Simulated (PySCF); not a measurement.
Two species compared at the same levels of theory.

First species: C₇H₁₀OSi.
SMILES: `C1=CC(/C1=C(\O[SiH3])C)=C`

Second species: C3H10GaNS.
SMILES: `C=[N][GaH2-][S+](C)C`

Levels: wB97X-D/def2-SVPD for dipole moment, HOMO energy, LUMO energy, HOMO–LUMO gap, static isotropic polarisability and electronic spatial extent ⟨r²⟩ about the centre of nuclear charge; TDDFT wB97X-D/def2-SVPD for lowest singlet excitation; TDA wB97X-D/def2-SVPD for lowest triplet excitation (Tamm–Dancoff); ΔSCF wB97X-D/def2-SVPD for vertical ionisation energy; PBE0-D3(BJ)/def2-SVP for rotational constant A and rotational constant C. Geometries: PBE0-D3(BJ)/def2-SVP. All species are isolated and taken at one optimised geometry, non-relativistic unless stated; the electronic structure was computed with PySCF and density fitting.

The conformers computed, where there is a choice (atom-mapped SMILES and torsion angles):
- `[CH2:1]=[C:2]1[CH:3]=[CH:4]/[C:5]1=[C:6](\[CH3:7])[O:8][SiH3:9]`: C5–C6–O8–Si9 156°
- `[CH2:1]=[N:2][GaH2-:3][S+:4]([CH3:5])[CH3:6]`: C1–N2–Ga3–S4 -151°, N2–Ga3–S4–C5 -156°

| property | column X | column Y |
| --- | --- | --- |
| dipole moment | 1.66 D | 3.17 D |
| HOMO energy | -7.70 eV | -7.85 eV |
| LUMO energy | 0.98 eV | 1.60 eV |
| HOMO–LUMO gap | 8.68 eV | 9.45 eV |
| lowest singlet excitation | 4.44 eV | 3.89 eV |
| lowest triplet excitation (Tamm–Dancoff) | 2.91 eV | 3.35 eV |
| static isotropic polarisability | 120.9 au | 100.5 au |
| vertical ionisation energy | 7.68 eV | 8.00 eV |
| electronic spatial extent ⟨r²⟩ about the centre of nuclear charge | 1705 bohr² | 1277 bohr² |
| rotational constant A | 2.594 GHz | 3.170 GHz |
| rotational constant C | 0.663 GHz | 0.942 GHz |

(1) Which column belongs to which species?

(2) How does each property change from the first species to the second?

Results:

(1) Column X is the first species and column Y the second. The first has 19 atoms and 74 electrons, the second 16 and 82.

(2) dipole moment +1.51 D; HOMO energy -0.15 eV; LUMO energy +0.62 eV; HOMO–LUMO gap +0.77 eV; lowest singlet excitation -0.55 eV; lowest triplet excitation (Tamm–Dancoff) +0.44 eV; static isotropic polarisability -20.4 au; vertical ionisation energy +0.32 eV; electronic spatial extent ⟨r²⟩ about the centre of nuclear charge -428 bohr²; rotational constant A +0.576 GHz; rotational constant C +0.279 GHz.

On the first: No computed singlet falls in the visible range (750 to 380 nm, 1.65 to 3.26 eV); S1 lies 1.18 eV above its blue end. In wavenumbers S1 is 35800 cm⁻¹ (1 eV = 8065.54 cm⁻¹).

On the second: The 10 singlets span 3.89 to 7.27 eV, and their oscillator strengths add up to 0.35. In atomic units the dipole is 1.25 e·bohr (1 au = 2.5417 D). Relativistic effects, spin–orbit coupling among them, are left out although an element past zinc is present.
